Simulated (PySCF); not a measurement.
F4Ti, charge +1, doublet, geometry from GFN2-xTB (such geometries of metal compounds can be far from the true shape) (the multiplicity is a formal guess); M06L/STO-3G (PySCF).

Input for PySCF:
```python
from pyscf import gto, scf, dft

mol = gto.M(
    atom='''
Ti    0.00000000    0.00000000    0.00000000
F     1.11216813    0.79984052   -1.03505710
F     0.85175917   -1.07124651    1.03679470
F    -1.12295623   -0.89058404   -0.94542868
F    -0.84097107    1.16199002    0.94369108
''',
    basis='sto-3g',
    charge=1,
    spin=1,
    verbose=4,
)

mf = dft.UKS(mol)
mf.xc = 'm06l'
mf.kernel()
```

The log (banner, timings and long lists left out):

```
PySCF version 2.14.0

[INPUT] verbose = 4
[INPUT] num. atoms = 5
[INPUT] num. electrons = 57
[INPUT] charge = 1
[INPUT] spin (= nelec alpha-beta = 2S) = 1
[INPUT] symmetry False subgroup None
[INPUT] Mole.unit = angstrom
[INPUT] Symbol           X                Y                Z      unit          X                Y                Z       unit  Magmom
[INPUT]  1 Ti     0.000000000000   0.000000000000   0.000000000000 AA    0.000000000000   0.000000000000   0.000000000000 Bohr   0.0
[INPUT]  2 F      1.112168130000   0.799840520000  -1.035057100000 AA    2.101693170170   1.511479526130  -1.955974442287 Bohr   0.0
[INPUT]  3 F      0.851759170000  -1.071246510000   1.036794700000 AA    1.609591555387  -2.024362515796   1.959258030401 Bohr   0.0
[INPUT]  4 F     -1.122956230000  -0.890584040000  -0.945428680000 AA   -2.122079724574  -1.682959926509  -1.786601275509 Bohr   0.0
[INPUT]  5 F     -0.840971070000   1.161990020000   0.943691080000 AA   -1.589205000982   2.195842897278   1.783317687395 Bohr   0.0

nuclear repulsion = 335.822065314622
number of shells = 20
number of NR pGTOs = 114
number of NR cGTOs = 38
basis = sto-3g
ecp = {}

******** <class 'pyscf.dft.uks.UKS'> ********
method = UKS
initial guess = minao
damping factor = 0
level_shift factor = 0
DIIS = <class 'pyscf.scf.diis.CDIIS'>
diis_start_cycle = 1
diis_space = 8
diis_damp = 0
SCF conv_tol = 1e-09
SCF conv_tol_grad = None
SCF max_cycles = 50
direct_scf = True
direct_scf_tol = 1e-13
number electrons alpha = 29  beta = 28
XC library pyscf.dft.libxc version 7.1.2
    S. Lehtola, C. Steigemann, M. J. T. Oliveira, and M. A. L. Marques,  SoftwareX 7, 1–5 (2018)
XC functionals = m06l
    Y. Zhao and D. G. Truhlar,  J. Chem. Phys. 125, 194101 (2006)
    Y. Zhao and D. G. Truhlar,  J. Chem. Phys. 125, 194101 (2006)
    Y. Zhao and D. G. Truhlar,  Theor. Chem. Acc. 120, 215 (2008)
radial grids:
    Treutler-Ahlrichs [JCP 102, 346 (1995); DOI:10.1063/1.469408] (M4) radial grids

becke partition: Becke, JCP 88, 2547 (1988); DOI:10.1063/1.454033
pruning grids: <function nwchem_prune>
grids dens level: 3
symmetrized grids: False
atomic radii adjust function: <function treutler_atomic_radii_adjust>
small_rho_cutoff = 0
Set gradient conv threshold to 3.16228e-05
tot grids = 77952
init E= -1233.76019885467

cycle= 1 E= -1234.26084251521  delta_E= -0.501  |g|= 0.457  |ddm|= 2.47
cycle= 2 E= -1232.64210959896  delta_E= 1.62  |g|= 1.96  |ddm|= 2.35
cycle= 3 E= -1234.26534608565  delta_E= -1.62  |g|= 0.482  |ddm|= 1.91
cycle= 4 E= -1234.26423708688  delta_E= 0.00111  |g|= 0.441  |ddm|= 1.47
cycle= 5 E= -1234.39430990952  delta_E= -0.13  |g|= 0.166  |ddm|= 0.524
cycle= 6 E= -1234.37860279621  delta_E= 0.0157  |g|= 0.21  |ddm|=  1.4
cycle= 7 E= -1234.38254369958  delta_E= -0.00394  |g|= 0.198  |ddm|= 0.559
cycle= 8 E= -1234.40415261242  delta_E= -0.0216  |g|= 0.128  |ddm|= 0.583
cycle= 9 E= -1234.39245951091  delta_E= 0.0117  |g|= 0.168  |ddm|=  1.4
cycle= 10 E= -1234.37980511875  delta_E= 0.0127  |g|= 0.209  |ddm|= 1.33

cycle= 11 E= -1234.4090192231  delta_E= -0.0292  |g|= 0.104  |ddm|= 0.829

cycle= 12 E= -1234.39641062418  delta_E= 0.0126  |g|= 0.151  |ddm|= 1.07

cycle= 13 E= -1234.39189243626  delta_E= 0.00452  |g|= 0.166  |ddm|= 1.33
cycle= 14 E= -1234.38522375777  delta_E= 0.00667  |g|= 0.181  |ddm|= 1.35
cycle= 15 E= -1234.39016059775  delta_E= -0.00494  |g|= 0.162  |ddm|= 1.31

cycle= 16 E= -1234.3925293269  delta_E= -0.00237  |g|= 0.156  |ddm|= 1.37

cycle= 17 E= -1234.39760631942  delta_E= -0.00508  |g|= 0.151  |ddm|= 0.647

cycle= 18 E= -1234.39776911045  delta_E= -0.000163  |g|= 0.147  |ddm|= 1.33

cycle= 19 E= -1234.39823207054  delta_E= -0.000463  |g|= 0.144  |ddm|= 0.0624

cycle= 20 E= -1234.3974392148  delta_E= 0.000793  |g|= 0.147  |ddm|= 0.0549
cycle= 21 E= -1234.38613098994  delta_E= 0.0113  |g|= 0.178  |ddm|=  1.4

cycle= 22 E= -1234.3922514669  delta_E= -0.00612  |g|= 0.159  |ddm|= 1.29

cycle= 23 E= -1234.39422895829  delta_E= -0.00198  |g|= 0.155  |ddm|= 0.945
cycle= 24 E= -1234.37795905564  delta_E= 0.0163  |g|= 0.205  |ddm|= 1.37
cycle= 25 E= -1234.38561690616  delta_E= -0.00766  |g|= 0.188  |ddm|= 1.09
cycle= 26 E= -1234.39333780268  delta_E= -0.00772  |g|= 0.161  |ddm|= 0.111

cycle= 27 E= -1234.39521591269  delta_E= -0.00188  |g|= 0.152  |ddm|= 1.37

cycle= 28 E= -1234.39737840236  delta_E= -0.00216  |g|= 0.148  |ddm|= 0.131

cycle= 29 E= -1234.40058112379  delta_E= -0.0032  |g|= 0.139  |ddm|= 0.808

cycle= 30 E= -1234.41130122779  delta_E= -0.0107  |g|= 0.09  |ddm|= 1.09
cycle= 31 E= -1234.39557344886  delta_E= 0.0157  |g|= 0.154  |ddm|= 1.41

cycle= 32 E= -1234.39045807366  delta_E= 0.00512  |g|= 0.166  |ddm|= 0.808

cycle= 33 E= -1234.39626797736  delta_E= -0.00581  |g|= 0.151  |ddm|=  1.4
cycle= 34 E= -1234.39042538647  delta_E= 0.00584  |g|= 0.163  |ddm|= 1.02

cycle= 35 E= -1234.39176290752  delta_E= -0.00134  |g|= 0.157  |ddm|= 1.23

cycle= 36 E= -1234.39347014845  delta_E= -0.00171  |g|= 0.161  |ddm|= 1.42

cycle= 37 E= -1234.40007970466  delta_E= -0.00661  |g|= 0.138  |ddm|= 0.382
cycle= 38 E= -1234.38941170508  delta_E= 0.0107  |g|= 0.165  |ddm|= 0.661

cycle= 39 E= -1234.39913739286  delta_E= -0.00973  |g|= 0.143  |ddm|= 1.35

cycle= 40 E= -1234.39445608229  delta_E= 0.00468  |g|= 0.156  |ddm|= 0.195
cycle= 41 E= -1234.39048810274  delta_E= 0.00397  |g|= 0.163  |ddm|= 0.265

cycle= 42 E= -1234.40104310336  delta_E= -0.0106  |g|= 0.135  |ddm|= 1.26
cycle= 43 E= -1234.39065119382  delta_E= 0.0104  |g|= 0.167  |ddm|=  1.4
cycle= 44 E= -1234.38188133053  delta_E= 0.00877  |g|= 0.193  |ddm|= 1.42
cycle= 45 E= -1234.39080926845  delta_E= -0.00893  |g|= 0.169  |ddm|= 0.544

cycle= 46 E= -1234.39129276129  delta_E= -0.000483  |g|= 0.163  |ddm|= 0.143
cycle= 47 E= -1234.39216363446  delta_E= -0.000871  |g|= 0.169  |ddm|=  1.1

cycle= 48 E= -1234.39435944821  delta_E= -0.0022  |g|= 0.159  |ddm|= 0.631

cycle= 49 E= -1234.39824034333  delta_E= -0.00388  |g|= 0.145  |ddm|= 0.0852
cycle= 50 E= -1234.37517457426  delta_E= 0.0231  |g|= 0.214  |ddm|= 1.42
SCF not converged.
SCF energy = -1234.37517457426 after 50 cycles  <S^2> = 0.75558225  2S+1 = 2.0055745
```

Convergence was not reached.
